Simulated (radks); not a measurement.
Sc3+, 18 electrons, occupied as [Ne] 3s2 3p5.75 4s0.25 (fractional occupations, a model configuration). Method: Dirac Kohn-Sham, LDA (Slater exchange, VWN5 correlation), spin-unpolarised, spherical densities, finite nucleus; open shells are shared between the two j in proportion to 2j + 1; Fermi nuclear charge, rms radius 3.5459 fm; computed with a radial shooting solver on a logarithmic mesh with Libxc functionals.

Spin-orbit splittings of the eigenvalues, e(l+1/2) - e(l-1/2), with zeta = 2 splitting/(2l+1) and mean radii in bohr:

shell  occ.  splitting (eV)  zeta (eV)  <r> j=l-1/2  <r> j=l+1/2
2p        6           4.629      3.086       0.3063       0.3089
3p     5.75          0.5597     0.3732        1.117        1.124
3d        0         0.04898    0.01959        1.327        1.329
4p        0               ?          ?        3.044        3.056

Estimate the 4p splitting.

Answer. 0.09217 eV (zeta = 0.06145 eV).
